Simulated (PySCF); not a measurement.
2-fluoropent-1-en-3-yne (C5H5F), SMILES CC#CC(=C)F.

Geometry: B3LYP-D3(BJ)/def2-SVP.

These are B3LYP/def2-TZVP in PySCF values and carry that method's errors.

Computed frontier levels, gap, dipole moment and polarisability:
The highest occupied level comes out as -6.72 eV, the lowest empty level is -1.02 eV and the orbital gap is 5.70 eV. The dipole moment comes out as 2.30 D. The quadrupole, principal values (traceless, Buckingham form, about the centre of nuclear charge) is -5.42, -4.55, 9.97 D·Å. The mean static polarisability comes out as 64.4 bohr³ (9.54 Å³) and the polarisability, principal values comes out as 38.6, 50.0, 104.4 bohr³.
